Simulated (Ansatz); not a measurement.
`[AsH2]C[TeH]`, charge 0, multiplicity 1.

(1) Give a relaxed structure at PBE0-D4/def2-TZVP (Ansatz 0.2.0). (Best estimate.)

Answers

(1) The calculation gave: 
```xyz
8

As   -0.377   -1.095   -1.202
C     0.376    0.276    0.006
Te   -0.306   -0.115    2.001
H    -1.831   -0.821   -0.826
H    -0.482   -0.182   -2.422
H     1.459    0.167    0.003
H     0.097    1.285   -0.281
H     1.063    0.485    2.721
```
